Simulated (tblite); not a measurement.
Compound: C6H7OP.
Bonds: C1–C2 (triple), C2–C3, C3–P4, P4–C5 (double), C5–C6 (double), C6–O7, O7–C8. Hydrogens: H9 on C1; H10, H11 on C3; H12 on C6; H13, H14, H15 on C8.

Computed with GFN2-xTB (tblite), gas phase: L-BFGS steps from a force-field or distance-geometry start until the largest atomic force falls under 0.01 eV/Å.

The end geometry, which sets the zero of energy:
```
atom  x, y, z in Å
C1      3.7672    0.7055    0.3452
C2      3.0905   -0.0102   -0.3365
C3      2.2595   -0.8934   -1.1118
P4      1.2642   -2.0445    0.0365
C5     -0.0579   -1.1187    0.2816
C6     -1.1744   -0.5179    0.5968
O7     -2.3200   -0.6249   -0.1387
C8     -3.3892    0.1844    0.2814
H9      4.3715    1.3454    0.9154
H10     2.8855   -1.5188   -1.7550
H11     1.5628   -0.3210   -1.7270
H12    -1.2224    0.1476    1.4588
H13    -4.2122   -0.0214   -0.4006
H14    -3.6977   -0.0580    1.3048
H15    -3.1318    1.2483    0.2274
```

Problem. These geometries come from the run, each turned onto the end geometry. Order them by energy, lowest first.
A.
```
atom  x, y, z in Å
C1      3.8518    0.7074    0.2930
C2      3.1652   -0.0420   -0.3407
C3      2.2925   -0.9213   -1.0735
P4      1.2532   -1.9895    0.1124
C5     -0.0768   -1.0555    0.2582
C6     -1.1936   -0.4418    0.5485
O7     -2.3309   -0.5408   -0.1987
C8     -3.4463    0.1477    0.3040
H9      4.4687    1.3669    0.8259
H10     2.8781   -1.6034   -1.6969
H11     1.6206   -0.3366   -1.7052
H12    -1.2407    0.2434    1.3962
H13    -4.2091    0.1007   -0.4723
H14    -3.8284   -0.3305    1.2148
H15    -3.2087    1.1978    0.5128
```
B.
```
atom  x, y, z in Å
C1      3.9584    0.6038    0.2295
C2      3.2000   -0.1266   -0.3981
C3      2.3022   -1.0169   -1.1274
P4      1.0691   -1.8112    0.0300
C5     -0.1776   -0.8048    0.4725
C6     -1.1459    0.0069    0.7830
O7     -2.2008    0.0980   -0.0976
C8     -3.5498   -0.0056    0.2383
H9      4.6075    1.2594    0.7577
H10     2.8820   -1.8122   -1.6122
H11     1.7849   -0.3963   -1.9030
H12    -1.0415    0.5416    1.7080
H13    -4.1155    0.1133   -0.7324
H14    -3.7607   -0.9947    0.7109
H15    -3.8167    0.8476    0.9190
```
C.
```
atom  x, y, z in Å
C1      3.8918    0.6420    0.2612
C2      3.1712   -0.0923   -0.3521
C3      2.2777   -0.9751   -1.0569
P4      1.1780   -1.9060    0.1920
C5     -0.0617   -0.8521    0.3205
C6     -1.1509   -0.1576    0.5091
O7     -2.2481   -0.2590   -0.3010
C8     -3.4766    0.0288    0.3165
H9      4.5399    1.2824    0.7809
H10     2.8559   -1.7130   -1.6219
H11     1.6403   -0.4082   -1.7394
H12    -1.2063    0.6128    1.2819
H13    -4.1846    0.2207   -0.4877
H14    -3.8266   -0.8281    0.9056
H15    -3.4045    0.9069    0.9697
```
D.
```
atom  x, y, z in Å
C1      3.9181    0.6114    0.2237
C2      3.1653   -0.1092   -0.3664
C3      2.2743   -0.9917   -1.0712
P4      1.0346   -1.8674    0.0775
C5     -0.0466   -0.6860    0.3888
C6     -1.1515   -0.0485    0.6746
O7     -2.1537    0.0225   -0.2581
C8     -3.4581    0.0096    0.2569
H9      4.5883    1.2472    0.7204
H10     2.8634   -1.7651   -1.5766
H11     1.6917   -0.4423   -1.8145
H12    -1.2949    0.5096    1.6020
H13    -4.1180    0.1150   -0.6009
H14    -3.6761   -0.9358    0.7664
H15    -3.6411    0.8330    0.9558
```
E.
```
atom  x, y, z in Å
C1      3.9148    0.6934    0.2580
C2      3.1888   -0.0390   -0.3517
C3      2.3183   -0.9388   -1.0634
P4      1.2242   -1.9387    0.1340
C5     -0.0802   -0.9642    0.2574
C6     -1.2039   -0.3600    0.5423
O7     -2.3316   -0.4672   -0.2188
C8     -3.4955    0.1099    0.3172
H9      4.5581    1.3427    0.7728
H10     2.9240   -1.6581   -1.6243
H11     1.6776   -0.3868   -1.7542
H12    -1.2654    0.3350    1.3813
H13    -4.2077    0.1929   -0.5028
H14    -3.9248   -0.5249    1.1009
H15    -3.3010    1.1062    0.7298
```

Solution. A (0.006 eV), E (0.012 eV), C (0.036 eV), D (0.098 eV), B (0.593 eV).

In the order of the answer:

```tsv
step	E above end (eV)	largest force (eV/Å)	rms force component (eV/Å)	rms distance from end (Å)	rms bond change (Å)	bond most changed (Å)
77	0.006	0.06	0.022	0.145	0.001	C3–P4 -0.002
62	0.012	0.04	0.012	0.258	0.001	C6–H12 +0.001
34	0.036	0.07	0.024	0.405	0.001	C6–H12 +0.003
16	0.098	0.14	0.049	0.487	0.002	C6–O7 +0.005
0	0.593	2.43	0.812	0.534	0.024	C8–H13 +0.041
```

The cost below is that of the whole relaxation. The run took 0.69 s wall on an Arm Neoverse V1 with one thread, no GPU, shared host.
